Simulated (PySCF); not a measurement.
Match the calculated data to a structure.

All candidates are C5H10ClNSi2.

* 13C NMR: chemical shifts (computed TMS as zero) by class: 156.5 (1 C), 124.5 (1 C), 124.4 (1 C), 6.4 (2 C) ppm [GIAO PBE0/pcSseg-1]
* Dipole: 4.21 D [PBE0/pcSseg-1]
* 1H NMR: chemical shifts (computed TMS as zero) by class: 6.86 (1 H), 6.59 (1 H), 4.36 (2 H), 0.64 (6 H) ppm [GIAO PBE0/pcSseg-1]
* NMR, other nuclei: isotropic shieldings of nuclei other than C and H, by class: -57 (1 N), 329 (1 Si), 409 (1 Si), 952 (1 Cl) ppm [GIAO PBE0/pcSseg-1]
* Rotational structure: rotational constants A, B, C: 1.505, 0.565, 0.526 GHz [GFN2-xTB]

Gas-phase values; electronic properties from PySCF, density fitting. Levels stand in brackets. Isolated species at its GFN2-xTB geometry (one conformer only). NMR values are class means; diastereotopic atoms form classes of their own.

Task: Which candidate is it?
A. `C=C[C@@]([SiH3])(C#N)[C@@H]([SiH3])Cl`
B. `C[C@@H]1[SiH2][C@@H](C#N)[Si@@H]1CCl`
C. `C=C(C#N)[SiH2][Si](C)(C)Cl`

Result: C. It is `C=C(C#N)[SiH2][Si](C)(C)Cl`. Numbering: `[CH2:1]=[C:2]([C:3]#[N:4])[SiH2:5][Si:6]([CH3:7])([CH3:8])[Cl:9]`. Its formula, C5H10ClNSi2, gives 3 degrees of unsaturation: 0 rings and 3 π bonds in the structure found. 5 carbons fall into 4 classes; from least to most shielded: terminal =CH2 carbon [C1] (156.5 ppm), nitrile carbon [C3] (124.5 ppm), fully substituted alkene carbon [C2] (124.4 ppm), Si-methyl carbon [C7/C8] (6.4 ppm, 2 C). Hydrogen classes from least to most shielded: 1 H on a terminal =CH2 carbon, C1 (6.86 ppm), 1 H on a terminal =CH2 carbon, C1 (6.59 ppm), 2 H on an SiH2 silicon, Si5 (4.36 ppm), 6 H on 2 Si-methyl carbons, C7/C8 (0.64 ppm, a mean of values up to 1.0 ppm apart in this geometry). The other shieldings belong to: -57 ppm, nitrile nitrogen [N4]; 329 ppm, chlorine-bound silicon [Si6]; 409 ppm, SiH2 silicon [Si5]; 952 ppm, silicon-bound chlorine [Cl9]. The optimised geometry has point group C1 and is an asymmetric top.

The others, at the same levels:
- `C=C[C@@]([SiH3])(C#N)[C@@H]([SiH3])Cl` fails: it has 5 carbon classes against 4; its computed 13C shifts are 138.2 (1 C), 125.8 (1 C), 124.3 (1 C), 53.0 (1 C), 33.4 (1 C) ppm, 1H shifts are 6.29 (1 H), 6.04 (1 H), 5.74 (1 H), 4.23 (3 H), 4.06 (3 H), 3.98 (1 H) ppm and rotational constant A is 1.098 GHz (against 1.505 GHz).
- `C[C@@H]1[SiH2][C@@H](C#N)[Si@@H]1CCl` fails: it has 5 carbon classes against 4; its computed 13C shifts are 124.0 (1 C), 31.4 (1 C), 14.5 (1 C), 13.2 (1 C), -3.0 (1 C) ppm, 1H shifts are 5.30 (1 H), 4.99 (1 H), 4.85 (1 H), 3.26 (1 H), 3.18 (1 H), 1.93 (1 H), 1.87 (1 H), 1.42 (3 H) ppm and rotational constant A is 1.331 GHz (against 1.505 GHz).

Each candidate is one conformer, not necessarily the lowest. Dipoles, sizes and rotational constants follow the conformer. The torsions of the flexible species, by atom-mapped SMILES:
- `[CH2:1]=[C:2]([C:3]#[N:4])[SiH2:5][Si:6]([CH3:7])([CH3:8])[Cl:9]`: C1–C2–Si5–Si6 -110°, C2–Si5–Si6–C7 88°
- `[CH2:1]=[CH:2][C@@:3]([SiH3:4])([C:5]#[N:6])[C@@H:7]([SiH3:8])[Cl:9]`: C1–C2–C3–Si4 -98°, C2–C3–C7–Si8 -48°
- `[CH3:1][C@@H:2]1[SiH2:3][C@@H:4]([C:5]#[N:6])[Si@@H:7]1[CH2:8][Cl:9]`: C4–Si7–C8–Cl9 -41°
